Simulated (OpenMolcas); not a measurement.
## What dynamic correlation does to the levels of W III

```yaml
Program: OpenMolcas
Basis: ANO-RCC-VQZP [9s8p6d4f3g2h]
Scalar_Hamiltonian: DKH2, point nucleus
Active_space: 10 electrons in 8 orbitals (RAS1 5p, at most 2 holes; RAS2 5d)
State_averaging: 2S+1 = 5 even, 5 roots; 2S+1 = 3 even, 45 roots; 2S+1 = 1 even, 50 roots
Spin-orbit_coupling: RASSI with atomic mean-field integrals over the reference wave functions, term energies averaged over their components
```

Methods on the same reference wave functions:
A. RASSCF
B. SS-RASPT2, IPEA 0.25 Eh, imaginary shift 0.1 Eh (closed shells correlated: 5s)
C. MS-RASPT2, IPEA 0.25 Eh, imaginary shift 0.1 Eh (closed shells correlated: 5s)

Energies in cm⁻¹ above 5d⁴ ⁵D₀, the measured ground level; measured values from NIST levels as listed in McCann et al., Mon. Not. R. Astron. Soc. 538, 537 (2025).

| Level | A | B | C | Measured |
| --- | --- | --- | --- | --- |
| 5d⁴ ⁵D₀ [67 %] | 0.0 | 0.0 | 0.0 | 0.0 |
| 5d⁴ ⁵D₁ | 1914 | 2520 | 2480 | 2256 |
| 5d⁴ ⁵D₂ | 4048 | 4940 | 4860 | 4461 |
| 5d⁴ ⁵D₃ | 6060 | 6930 | 6840 | 6278 |
| 5d⁴ ⁵D₄ | 7869 | 8460 | 8370 | 7687 |
| 5d⁴ ³P₀(1) [58 %] | 14274 | 12270 | 12140 | 9904 |
| 5d⁴ ³H₄ [59 %] | 17095 | 14930 | 14850 | 13701 |
| 5d⁴ ³P₁(1) | 19186 | 16370 | 16110 |  |
| 5d⁴ ³G₃ [53 %] | 19953 | 17530 | 17480 |  |
| 5d⁴ ³F₂(1) [70 %] | 20382 | 17420 | 17340 |  |
| 5d⁴ ³H₅ | 20482 | 18200 | 18090 |  |
| 5d⁴ ³H₆ | 22231 | 19690 | 19590 |  |
| 5d⁴ ³P₂(1) [70 %] | 24268 | 21030 | 20610 |  |
| 5d⁴ ³F₃(1) [56 %] | 25898 | 23310 | 23100 |  |
| 5d⁴ ³D₃ [67 %] | 28134 | 24910 | 24840 |  |
| 5d⁴ ³G₅ | 28378 | 25920 | 25820 |  |
| 5d⁴ ³D₁ | 30631 | 27590 | 27540 |  |
| 5d⁴ ¹I₆ | 31166 | 27510 | 27400 |  |
| 5d⁴ ¹G₄(1) [54 %] | 34105 | 31450 | 31210 |  |
| 5d⁴ ¹S₀(1) | 34137 | 31940 | 31540 |  |
| 5d⁴ ¹F₃ [71 %] | 38904 | 33090 | 33000 |  |
| 5d⁴ ³P₂(2) | 42369 | 36700 | 36900 |  |
| 5d⁴ ³F₄(2) [70 %] | 43851 | 38760 | 38840 |  |
| 5d⁴ ³F₂(2) | 45425 | 40220 | 40040 |  |

Deviations, from unrounded energies. A percentage is the sum of absolute deviations over the sum of measured energies, with the sign that they share, or ± where signs differ.

```csv
Against measurement,Levels,A,B,C
mean absolute deviation (cm-1),6,1500,960,870
fine structure of the ground term (%),4,±5.6,+10.5,+9.0
other terms of the ground configuration (%),2,+32.9,+15.3,+14.3
```

C lies closest to measurement on these levels and A furthest from it. The largest miss of C in the table is 5d⁴ ³P₀(1) [58 %], by +2200 cm-1. The ranking rests on the paired levels alone, and a cruder setting can come out closer through cancelling errors.

Between B and C the level of the table that moves most is 5d⁴ ³P₂(1) [70 %], by 410 cm-1 (lowest in C, highest in B). Moves below CASPT2's spread within the term are not significant.

The mean deviations of B to C differ by less than CASPT2's widest spread within a term (1300 cm-1), so their order carries little weight.

From A to B the spin-free energies of the other terms of 5d⁴ shown, above ⁵D, scale by factors of 0.71 to 0.88, as is usual when dynamic correlation screens the repulsion within a d or f shell.

The lowest spin-free term lies below A's lowest term by 0.283 hartree in B, 0.283 hartree in C.

CASPT2 does not keep the components of a term degenerate, so their means are used; among the terms shown or strongly mixed into the levels shown the widest spread is 1300 cm-1 (5d⁴ ¹I, C). Over all roots computed the reference weight is 0.90 to 0.95 in B, 0.90 to 0.95 in C; the roots of lowest weight are the least certain, and an intruder state may touch them. Active for correlation alone: 5p; no level in the range computed is led by a configuration that opens it, so any true level of that kind is missing. The CASPT2 spread within a term exceeds the gap to the next term for 5d⁴ ¹D(1) and 5d⁴ ¹G(1), so the order of their levels is uncertain (figures for B; the like holds for C). Without dynamic correlation excited terms often stand tens of per cent too high (terms of higher spin than the ground term too low), and those without a measured partner can miss by more than the paired ones (holds for A). Some levels mix across a computed gap that differs much from the measured one, so their mixing is not that of the real levels (holds for B). Some terms miss by over 15 % even with CASPT2, which points to a basis or an active space too small for the shells correlated (holds for B; C). Measured partners are found by configuration, term and J. A level has none where our copy of the source lacks it or the pairing is in doubt (some pairs that miss far off the trend of their configuration count as doubtful), and it then counts in no deviation. Only configurations of the active space appear. The table leaves out levels that lie high or whose names do not pair safely across all columns.

A share in square brackets marks a mixed level and gives the weight of the term that names it, the lowest over the columns. A number in round brackets counts repeated terms of one configuration in the order of the reference energies.
